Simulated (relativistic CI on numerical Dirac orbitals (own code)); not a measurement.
## Cr²⁺ in a cubic cluster: L2,3 absorption with charge transfer

Computed with a charge-transfer multiplet model of a cubic metal-ligand cluster with up to one ligand hole, Slater and spin-orbit integrals from Dirac-Coulomb-Breit ions, Slater integrals scaled by 0.8. The ground state mixes d4 with configurations of k ligand holes L, whose averages lie at kΔ + k(k − 1)U_dd/2; a core hole lowers each added d electron by U_cd. 300 K, Lorentzian 0.4 eV and Gaussian 0.3 eV FWHM.

Atomic integrals in eV (Slater integrals scaled, ζ unscaled), ground: F2dd 7.675, F4dd 4.768, zeta_d 0.027; with the core hole: F2dd 8.366, F4dd 5.204, zeta_d 0.040, zeta_core 5.624, F2cd 4.703, G1cd 3.430, G3cd 1.946.

Cluster parameters (eV): U_dd = 5.9, U_cd = 7, 10Dq = 0.35, 10Dq(ligand) = 0.6, V(eg) = 1.45, V(t2g) = -0.71, final-state hopping factor = 0.8.

```tsv
Case	n_d	d4	d5L	S
Δ = 7.2 eV	4.11	0.89	0.11	2.00
Δ = 8.2 eV	4.09	0.91	0.09	2.00
Δ = 9.2 eV	4.07	0.93	0.07	2.00
```

Weights, n_d and S are thermal averages at 300 K. Photon energies count from the first peak over 30 % of the highest in each spectrum, which can be another peak from case to case. The parameters are a model scan and need not match a compound or its usual spin state. Peaks in eV (height, largest 100):
- Δ = 7.2 eV: -3.4 (6), -2.6 (8), -2.1 (8), 0.0 (100), 0.6 (82), 2.4 (42), 5.4 (23), 6.5 (27), 7.9 (24), 9.8 (43)
- Δ = 8.2 eV: -3.5 (7), -2.7 (8), -2.2 (8), 0.0 (100), 0.6 (83), 2.4 (43), 5.3 (25), 6.4 (26), 7.9 (24), 9.8 (43)
- Δ = 9.2 eV: -3.6 (7), -2.7 (8), -2.3 (8), 0.0 (100), 0.5 (84), 1.2 (73), 2.4 (45), 5.3 (27), 6.3 (32), 7.8 (25), 9.3 (40), 9.8 (43)

Curve for Δ = 8.2 eV (points under 2 left out, the grid thinned):

```json
{"E (eV)": "-4.0", "Intensity": "2.2"}
{"E (eV)": "-3.6", "Intensity": "6.2"}
{"E (eV)": "-3.2", "Intensity": "4.9"}
{"E (eV)": "-2.8", "Intensity": "7.6"}
{"E (eV)": "-2.5", "Intensity": "7.6"}
{"E (eV)": "-2.1", "Intensity": "7.7"}
{"E (eV)": "-1.7", "Intensity": "9.5"}
{"E (eV)": "-1.3", "Intensity": "21.3"}
{"E (eV)": "-0.9", "Intensity": "28.8"}
{"E (eV)": "-0.5", "Intensity": "53.5"}
{"E (eV)": "-0.2", "Intensity": "87.5"}
{"E (eV)": "0.2", "Intensity": "90.8"}
{"E (eV)": "0.6", "Intensity": "83.2"}
{"E (eV)": "1.0", "Intensity": "74.5"}
{"E (eV)": "1.4", "Intensity": "70.5"}
{"E (eV)": "1.8", "Intensity": "52.9"}
{"E (eV)": "2.1", "Intensity": "40.9"}
{"E (eV)": "2.5", "Intensity": "42.2"}
{"E (eV)": "2.9", "Intensity": "24.9"}
{"E (eV)": "3.3", "Intensity": "13.3"}
{"E (eV)": "3.7", "Intensity": "8.7"}
{"E (eV)": "4.1", "Intensity": "7.4"}
{"E (eV)": "4.4", "Intensity": "7.8"}
{"E (eV)": "4.8", "Intensity": "10.3"}
{"E (eV)": "5.2", "Intensity": "22.5"}
{"E (eV)": "5.6", "Intensity": "19.5"}
{"E (eV)": "6.0", "Intensity": "18.4"}
{"E (eV)": "6.4", "Intensity": "26.2"}
{"E (eV)": "6.8", "Intensity": "19.0"}
{"E (eV)": "7.1", "Intensity": "12.2"}
{"E (eV)": "7.5", "Intensity": "14.3"}
{"E (eV)": "7.9", "Intensity": "24.4"}
{"E (eV)": "8.3", "Intensity": "16.9"}
{"E (eV)": "8.7", "Intensity": "20.6"}
{"E (eV)": "9.1", "Intensity": "35.5"}
{"E (eV)": "9.4", "Intensity": "37.9"}
{"E (eV)": "9.8", "Intensity": "43.3"}
{"E (eV)": "10.2", "Intensity": "30.8"}
{"E (eV)": "10.6", "Intensity": "18.5"}
{"E (eV)": "11.0", "Intensity": "12.8"}
{"E (eV)": "11.4", "Intensity": "11.5"}
{"E (eV)": "11.7", "Intensity": "10.0"}
{"E (eV)": "12.1", "Intensity": "5.4"}
{"E (eV)": "12.5", "Intensity": "2.9"}
{"E (eV)": "12.9", "Intensity": "2.0"}
```

For the case Δ = 7.2 eV, Δ = 7.2 eV is larger than U_dd = 5.9 eV, the Mott-Hubbard side of the Zaanen-Sawatzky-Allen scheme. With the core hole the configuration with one ligand hole lies at Δ + U_dd − U_cd = 6.1, 7.1, 8.1 eV from the one without, in the order of the table; where this is negative the screened configuration lies lower.

With at most 1 ligand hole the space is cut while the next configuration still counts, so covalency is underestimated, and a final configuration with one more ligand hole, which can lie low, is missing from the spectra.
